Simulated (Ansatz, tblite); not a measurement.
Spin states of Cs₂I₂ (the lowest singlet isomer of a short search), each relaxed with B3LYP-D4/def2-SVP in Ansatz. Electronic energies in the gas phase.

In the def2 sets Cs, I take a core potential; there is no spin–orbit coupling. The xTB rows come from tblite. The structure comes from a short search, and lower isomers may exist.

Singlet geometry (D2h within 0.1 Å):

```xyz
4

Cs    1.312    0.492   -2.101
Cs   -1.312   -0.492    2.101
I     1.918   -1.576    0.829
I    -1.918    1.576   -0.829
```

Triplet geometry (D2h within 0.1 Å):

Cartesian coordinates in Å:
```
Cs 2.932 1.472 -1.117
Cs -2.934 -1.469 1.116
I 0.202 0.729 1.491
I -0.200 -0.732 -1.490
```

Quintet geometry (D2h within 0.1 Å):

```xyz
4

Cs   -2.196    0.941   -2.069
Cs    2.196   -0.941    2.069
I     2.938    1.254   -2.548
I    -2.938   -1.254    2.548
```

⟨S²⟩: triplet 2.00 at PBE0-D4/def2-TZVP (pure 2.00), quintet 6.01 at PBE0-D4/def2-TZVP (pure 6.00).

Only these spin states were relaxed. The triplet has other bonds than the singlet, so the gap mixes isomer and spin. The quintet has other bonds than the singlet, so the gap mixes isomer and spin.

| level | triplet − singlet (kJ/mol) | quintet − singlet (kJ/mol) | lowest of these |
| --- | --- | --- | --- |
| GFN1-xTB | 199.0 | 787.8 | singlet |
| GFN2-xTB | 337.5 | 910.3 | singlet |
| revPBE-D4/def2-TZVP | 298.0 | 754.9 | singlet |
| r2SCAN-D4/def2-TZVP | 335.2 | 837.7 | singlet |
| B97M-V/def2-TZVP | 295.0 | 787.9 | singlet |
| BHLYP-D4/def2-TZVP | 348.5 | 765.9 | singlet |
| CAM-B3LYP-D4/def2-TZVP | 356.2 | 789.5 | singlet |
| ωB97M-V/def2-TZVP | 375.0 | 850.1 | singlet |

The xTB methods have no spin-polarisation term.
